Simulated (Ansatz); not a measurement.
ClH₃OSiSn (`[SiH3][O][Sn][Cl]`). Charge 0, multiplicity 1. Sn: def2 effective core potential.

Cartesian coordinates in Å:
```
Si 0.5410 -0.7512 -0.2848
O -0.1650 0.5802 -0.9375
Sn -1.2626 2.1166 -0.3995
Cl -1.4141 1.5654 1.9101
H -0.4742 -1.6472 0.3309
H 1.2365 -1.4909 -1.3710
H 1.5384 -0.3730 0.7518
```

Question: List the harmonic frequencies (cm⁻¹, unscaled) at PBE0-D4/def2-TZVP in Ansatz. (Best estimate.)

Answer: Ansatz gave: 65, 72, 90, 184, 338, 445, 725, 727, 950, 957, 958, 990, 2217, 2217, 2221.

Question: Is this a minimum?

Answer: Yes, all 15 modes are real.

Question: Give the ideal-gas thermochemistry at 298.15 K and 1 bar (rigid rotor, harmonic oscillator; point group Cs, symmetry number 1).

Answer: Zero-point energy 78.7 kJ/mol; H(298) − E = 99.0 kJ/mol; entropy 367.4 J/(mol·K), of which translation 175.0, rotation 119.7, vibration 72.7; G(298) − E = -10.5 kJ/mol. Modes under 100 cm⁻¹ are hindered rotations or soft bends, so the harmonic entropy is rough.
